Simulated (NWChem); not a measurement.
Program: NWChem. System: dimethyl telluride (C$_{2}$H$_{6}$Te), charge 0, spin multiplicity 1, at a geometry optimised with PBE0/def2-SVP with def2 effective core potentials on Te. Level: PBE0/x2c-SVPall-2c, scalar ZORA.

Part of the output:

```
             Northwest Computational Chemistry Package (NWChem) 7.3.0
             --------------------------------------------------------

                                NWChem Input Module
                                -------------------

 Scaling coordinates for geometry "geometry" by  1.889725989
 (inverse scale =  0.529177249)

                             Geometry "geometry" -> ""
                             -------------------------

 Output coordinates in angstroms (scale by  1.889725989 to convert to a.u.)

  No.       Tag          Charge          X              Y              Z
 ---- ---------------- ---------- -------------- -------------- --------------
    1 C                    6.0000    -1.57978300     0.00000000    -1.06637300
    2 Te                  52.0000     0.00000000     0.00000000     0.39588500
    3 C                    6.0000     1.57978300     0.00000000    -1.06637300
    4 H                    1.0000    -1.51749800    -0.90252400    -1.68794000
    5 H                    1.0000    -2.53207300     0.00000000    -0.51890600
    6 H                    1.0000    -1.51749800     0.90252400    -1.68794000
    7 H                    1.0000     1.51749800    -0.90252400    -1.68794000
    8 H                    1.0000     2.53207300     0.00000000    -0.51890600
    9 H                    1.0000     1.51749800     0.90252400    -1.68794000

 Effective nuclear repulsion energy (a.u.)     245.9262008817

            Nuclear Dipole moment (a.u.)
            ----------------------------
        X                 Y               Z
 ---------------- ---------------- ----------------
    -0.0000000000     0.0000000000    -0.0000529123


 Summary of "ao basis" -> "" (spherical)
 ------------------------------------------------------------------------------
       Tag                 Description            Shells   Functions and Types
 ---------------- ------------------------------  ------  ---------------------
 *                       x2c-svpall-2c                on all atoms

                                 NWChem DFT Module
                                 -----------------

 Summary of "ao basis" -> "ao basis" (spherical)
 ------------------------------------------------------------------------------
       Tag                 Description            Shells   Functions and Types
 ---------------- ------------------------------  ------  ---------------------
 C                       x2c-svpall-2c               6       14   3s2p1d
[...]
    99      0.155696  8 H  s                  6      0.131315  1 C  pz

 Vector   34  Occ=2.000000D+00  E=-3.000124D-01
              MO Center= -2.0D-07, -3.1D-08,  7.9D-02, r^2= 3.4D+00
   Bfn.  Coefficient  Atom+Function         Bfn.  Coefficient  Atom+Function
  ----- ------------  ---------------      ----- ------------  ---------------
    38      0.374205  2 Te pz                35      0.356528  2 Te pz
    29     -0.337327  2 Te pz                19      0.293384  2 Te s
    20      0.263243  2 Te s                 18     -0.236468  2 Te s
     6     -0.210705  1 C  pz                70     -0.210705  3 C  pz
     4     -0.141768  1 C  px                68      0.141768  3 C  px

 Vector   35  Occ=2.000000D+00  E=-2.032620D-01
              MO Center=  1.0D-08,  8.4D-08,  3.0D-01, r^2= 2.6D+00
   Bfn.  Coefficient  Atom+Function         Bfn.  Coefficient  Atom+Function
  ----- ------------  ---------------      ----- ------------  ---------------
    37      0.705930  2 Te py                34      0.443901  2 Te py
    28     -0.428011  2 Te py                25      0.153320  2 Te py
    79      0.088245  4 H  s                 89     -0.088245  6 H  s
    94      0.088245  7 H  s                104     -0.088245  9 H  s
     5     -0.074623  1 C  py                69     -0.074623  3 C  py

 Vector   36  Occ=0.000000D+00  E=-1.526287D-03
              MO Center=  1.7D-08, -1.1D-08,  1.4D-01, r^2= 4.2D+00
   Bfn.  Coefficient  Atom+Function         Bfn.  Coefficient  Atom+Function
  ----- ------------  ---------------      ----- ------------  ---------------
    36      1.013192  2 Te px                 3      0.853093  1 C  s
    67     -0.853093  3 C  s                 27     -0.286496  2 Te px
    33      0.265133  2 Te px                 9      0.243168  1 C  pz
    73     -0.243168  3 C  pz                80     -0.231911  4 H  s
    90     -0.231911  6 H  s                 95      0.231911  7 H  s

 Vector   37  Occ=0.000000D+00  E= 4.069674D-02
              MO Center= -1.4D-07,  1.8D-08, -5.1D-01, r^2= 5.1D+00
   Bfn.  Coefficient  Atom+Function         Bfn.  Coefficient  Atom+Function
  ----- ------------  ---------------      ----- ------------  ---------------
     3      1.313190  1 C  s                 67      1.313190  3 C  s
    38      1.034638  2 Te pz                20     -0.762105  2 Te s
    80     -0.411689  4 H  s                 90     -0.411689  6 H  s
    95     -0.411689  7 H  s                105     -0.411689  9 H  s
    85     -0.331123  5 H  s                100     -0.331123  8 H  s

 Vector   38  Occ=0.000000D+00  E= 7.716787D-02
              MO Center=  5.7D-07, -3.4D-08, -1.0D+00, r^2= 6.8D+00
   Bfn.  Coefficient  Atom+Function         Bfn.  Coefficient  Atom+Function
  ----- ------------  ---------------      ----- ------------  ---------------
     3      1.329307  1 C  s                 67      1.329308  3 C  s
    80     -0.721442  4 H  s                 90     -0.721442  6 H  s
    95     -0.721443  7 H  s                105     -0.721442  9 H  s
    19      0.691913  2 Te s                 85     -0.677098  5 H  s
   100     -0.677098  8 H  s                  7     -0.423568  1 C  px

 center of mass
 --------------
 x =   0.00000000 y =   0.00000000 z =   0.21247427

 moments of inertia (a.u.)
 ------------------
         217.625300972806           0.000000000000           0.000000000000
           0.000000000000         499.096069368284           0.000000000000
           0.000000000000           0.000000000000         304.923331046884

     Multipole analysis of the density
     ---------------------------------

     L   x y z        total         alpha         beta         nuclear
     -   - - -        -----         -----         ----         -------
     0   0 0 0     -0.000000    -35.000000    -35.000000     70.000000

     1   1 0 0     -0.000001     -0.000001     -0.000001     -0.000000
     1   0 1 0      0.000000      0.000000      0.000000      0.000000
     1   0 0 1     -0.461523     -0.230735     -0.230735     -0.000053

     2   2 0 0    -28.269740   -106.951402   -106.951402    185.633065
     2   1 1 0      0.000000      0.000000      0.000000      0.000000
     2   1 0 1      0.000001      0.000000      0.000000      0.000000
     2   0 2 0    -32.576116    -22.105676    -22.105676     11.635236
     2   0 1 1      0.000000      0.000000      0.000000      0.000000
     2   0 0 2    -30.134028    -75.294095    -75.294095    120.454162

 Task  times  cpu:       24.2s     wall:       24.2s

 Total times  cpu:       24.3s     wall:       24.3s
```

**Question.** Write an NWChem input that would produce this output.

**Answer.** One answer among several that fit: 
```
start mol
memory heap 200 mb stack 900 mb global 1100 mb
geometry units angstroms nocenter noautoz noautosym
  C     -1.579783     0.000000    -1.066373
  Te     0.000000     0.000000     0.395885
  C      1.579783     0.000000    -1.066373
  H     -1.517498    -0.902524    -1.687940
  H     -2.532073     0.000000    -0.518906
  H     -1.517498     0.902524    -1.687940
  H      1.517498    -0.902524    -1.687940
  H      2.532073     0.000000    -0.518906
  H      1.517498     0.902524    -1.687940
end
basis spherical
  * library x2c-svpall-2c
end
relativistic
  zora on
end
dft
  xc pbe0
  semidirect memsize 60000000 filesize 0
  iterations 100
  grid fine
end
task dft energy
```
